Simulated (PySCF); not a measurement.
Excitations are Tamm–Dancoff values on a coarser integration grid. The basis has no diffuse functions, so Rydberg states are missing or too high.

Z-matrix (Å, degrees):
```
Ga
S 1 2.1902
H 2 1.3403 1 94.25
S 1 2.1924 2 117.19 3 -179.99
H 4 1.3396 1 94.68 2 -179.62
S 1 2.1956 2 119.25 3 0.00
H 6 1.3397 1 95.19 2 -179.77
```
Charge 0, spin multiplicity 1.

Task: What is the computed HOMO, T1 excitation (TDA) and HOMO–LUMO gap (PySCF 2.14.0 with CAM-B3LYP-D3(BJ)/def2-TZVP)?

Result: 
| Quantity | Value |
|---|---|
| HOMO | -8.96 eV |
| T1 excitation (TDA) | 5.20 eV |
| HOMO–LUMO gap | 9.02 eV |
